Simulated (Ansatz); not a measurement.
Geometry optimisation, Ansatz, RKS PBE-D4/def2-SVPD.

The input (input.yaml):

```yaml
crystal:
  periodic: [false, false, false]
  atoms:
    - { symbol: O, position_ang: [-1.6554, 0.9895, 0.6307] }
    - { symbol: Si, position_ang: [-0.1213, 0.5968, 0.6639] }
    - { symbol: F, position_ang: [0.0994, -0.80032, -0.01437] }
    - { symbol: O, position_ang: [0.70593, 1.6755, -0.22916] }
    - { symbol: Si, position_ang: [1.55219, 2.07071, 1.05491] }
    - { symbol: H, position_ang: [-2.3084, 0.3347, 0.8691] }
    - { symbol: H, position_ang: [2.98925, 1.68496, 0.79812] }
    - { symbol: H, position_ang: [1.28426, 3.4296, 1.52504] }
basis:
  gaussian: { orbitals: def2-SVPD }
hamiltonian:
  xc: pbe
  dispersion: d4
relax:
  f_tol: 0.015
  max_steps: 40
output:
  orbitals: {}
```

Run as:

```bash
$ ansatz run input.yaml --threads 2 --pin off --max-ram 3072MiB --backend cpu --events-out ev --progress --plain --runs-dir out
```

Q: Where does it end, and by what steps?

A: The run converged. After 11 steps the energy has fallen by 0.929 eV; O4 moved furthest, 0.29 Å.

```
step  energy less start (eV)  largest force component (eV/Å)  accepted
   0                  0.0000                           5.472       yes
   1                 -0.5754                           3.348       yes
   2                 -0.8911                           0.698       yes
   3                 -0.9140                           0.324       yes
   4                 -0.9210                           0.159       yes
   5                 -0.9253                           0.067       yes
   6                 -0.9267                           0.078       yes
   7                 -0.9286                           0.025       yes
   8                 -0.9291                           0.127       yes
   9                 -0.9294                           0.025       yes
  10                 -0.9293                           0.036        no
  11                 -0.9294                           0.004       yes
```

```xyz
8
Properties=species:S:1:pos:R:3
O -1.749 0.974 0.746
Si -0.118 0.710 0.553
F 0.059 -0.873 0.129
O 0.656 1.811 -0.479
Si 1.571 2.057 1.030
H -2.313 0.183 0.811
H 3.019 1.680 0.920
H 1.422 3.441 1.590
```

Whether the end is a true minimum wasn't checked by a vibrational analysis.

Run time: 12 s on 2 threads of AMD EPYC 9B45 (Zen 5) (shared host), peak memory 0.19 GiB.
